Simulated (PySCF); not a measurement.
benzonitrile (C7H5N), SMILES c1ccc(C#N)cc1.

The structure is a stationary point at PBE0-D3(BJ)/def2-SVP.

All values below come from TDA-CAM-B3LYP/def2-SVPD (PySCF).

Vertical excitations. Gas-phase values at a fixed geometry. State labels are in the subgroup C2v.

```
state  symmetry  energy (eV)  λ (nm)      f                            main pairs
-----  --------  -----------  ------  -----  ------------------------------------
S1           B2         5.31     234  0.006    HOMO−1→LUMO 57 %, HOMO→LUMO+1 41 %
S2           A1         5.95     208  0.225    HOMO→LUMO 77 %, HOMO−1→LUMO+1 16 %
S3           A2         6.67     186  0.000                      HOMO−2→LUMO 88 %
S4           A2         7.16     173  0.000  HOMO→LUMO+5 71 %, HOMO−3→LUMO+5 14 %
S5           A1         7.21     172  0.651  HOMO−1→LUMO+1 61 %, HOMO−3→LUMO 16 %
S6           B2         7.29     170  0.618    HOMO→LUMO+1 54 %, HOMO−1→LUMO 38 %
S7           B1         7.38     168  0.005                      HOMO→LUMO+2 95 %
S8           A2         7.56     164  0.000                    HOMO−1→LUMO+2 96 %
S9           A2         7.73     160  0.000                      HOMO−5→LUMO 93 %
S10          B1         7.79     159  0.000    HOMO−4→LUMO 66 %, HOMO−6→LUMO 30 %
T1           A1         3.78     328      0    HOMO→LUMO 78 %, HOMO−1→LUMO+1 17 %
T2           B2         4.52     275      0                      HOMO−1→LUMO 89 %
T3           A1         4.67     266      0    HOMO−1→LUMO+1 80 %, HOMO→LUMO 18 %
T4           B2         5.12     242      0                      HOMO→LUMO+1 87 %
```
Triplets are in the Tamm–Dancoff approximation.
